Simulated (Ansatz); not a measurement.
Cl3Si (SMILES Cl[Si](Cl)Cl), doublet, geometry from GFN2-xTB.

Ansatz (an electronic-structure program) was given this input:
Ansatz 0.2 input:
```yaml
crystal:
  periodic: [false, false, false]
  atoms:
    - {symbol: Cl, position_ang: [1.85834472, -0.43964347, -0.16627542]}
    - {symbol: Si, position_ang: [0.00366610, -0.01083797, 0.52515717]}
    - {symbol: Cl, position_ang: [-1.31430510, -1.38571251, -0.16365187]}
    - {symbol: Cl, position_ang: [-0.54705876, 1.83428137, -0.10255510]}
basis:
  gaussian:
    orbitals: STO-3G
magnetization: {spin_polarized: true, initial_magnetization: 1}
correlation: {method: mp2, electrons: outside_noble_gas}
accuracy: high
```

### Question
What does this run give for the SCF-reference <S^2>, MP2 correlation energy, number of basis functions, total energy?

### Answer

```yaml
SCF-reference <S^2>: 0.753
MP2 correlation energy: -0.0374 Eh
number_of_basis_functions: 36
total_energy: -1649.4968 Eh
```
